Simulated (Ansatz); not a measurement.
`FC(Cl)=C=C[SiH3]` → `C=C=C(F)Cl` + `[SiH2]`  (silylene formation by 1,1-elimination)

Gas-phase electronic energies from Ansatz, PBE0-D4/def2-TZVP geometries. CCSD(T)/CBS is the MP2 limit (def2-TZVPP, def2-QZVPP) plus CCSD(T) − MP2 in def2-TZVPP, frozen cores. This one scheme is used for every species. Functionals use def2-TZVPP. B3LYP here is the variant with VWN-RPA as its local correlation; programs differ in this.

```tsv
level	ΔE (kJ/mol)	difference from CCSD(T)/CBS
PBE-D4	246.3	3.5
r2SCAN-D4	263.0	20.2
PBE0-D4	254.1	11.3
B3LYP-D4	238.5	-4.3
ωB97X-V	251.9	9.1
ωB97M-V	237.3	-5.5
B2PLYP	238.9	-3.9
PBE	238.8	-4.0
r2SCAN	260.8	18.0
PBE0	247.4	4.6
B3LYP	226.4	-16.4
HF/def2-TZVPP	223.9	-18.9
MP2/def2-TZVPP	258.7	15.9
SCS-MP2/def2-TZVPP	246.3	3.5
CCSD/def2-TZVPP	231.2	-11.6
CCSD(T)/def2-TZVPP	236.3	-6.5
HF/def2-QZVPP	224.9	-17.9
MP2/def2-QZVPP	262.8	20.0
SCS-MP2/def2-QZVPP	250.5	7.7
HF/CBS(def2)	225.0	-17.8
MP2/CBS(def2)	265.2	22.4
CCSD/CBS(def2)	237.8	-5.0
CCSD(T)/CBS	242.8	0
```

Largest T1 diagnostic among the species: 0.014.

In def2-TZVPP, CCSD(T) changes the Hartree–Fock value by +12.4 kJ/mol (the triples alone add +5.0 kJ/mol) and MP2 by +34.8 kJ/mol. The D4 term adds +12.1 kJ/mol with B3LYP and +6.7 kJ/mol with PBE0; it sums over pairs of atoms, weighted by their polarisabilities, and B3LYP, whose exchange is more repulsive, gets the larger term. From PBE to PBE0 (25 % exact exchange), in def2-TZVPP and without D4, ΔE moves by +8.6 kJ/mol.
